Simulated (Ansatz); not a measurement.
The cluster Si₅B⁻, relaxed as a singlet with RKS PBE-D4/def2-SVPD in Ansatz, starting from the GFN2-xTB geometry. Force threshold 0.02 eV/Å.

The structure comes from a short search, and lower isomers may exist.

Start:

```xyz
6

B     0.0228    0.0698    0.6078
Si   -2.6597    2.3250   -1.4331
Si    2.5652   -2.6190   -1.0499
Si   -1.2438    1.1434   -0.3971
Si    0.0957    0.2999    2.4831
Si    1.2198   -1.2191   -0.2107
```

(1) Estimate the energy that the relaxation releases and the steps that it takes.

(2) Does the start keep its bonding?

(3) Predict the relaxed structure.

## Answers

(1) 62.4 kcal/mol, in 18 steps; 24 s on 4 threads of Arm Neoverse V2 on a shared host. No frequencies were taken in this run, so the end may be a saddle point.

(2) Bonds formed: Si2–Si5, Si4–Si5 (atoms count from 1). The end is the same structure that another start reached.

(3) 
```xyz
6

B     0.086   -0.096   -0.017
Si   -2.432    2.405    0.282
Si    2.978   -2.910   -0.327
Si   -1.252    0.935   -1.072
Si   -0.813    1.093    1.304
Si    1.433   -1.428   -0.170
```
Bond lengths: 4 × Si–Si 2.15 to 2.42 Å; 3 × B–Si 1.90 to 1.99 Å.
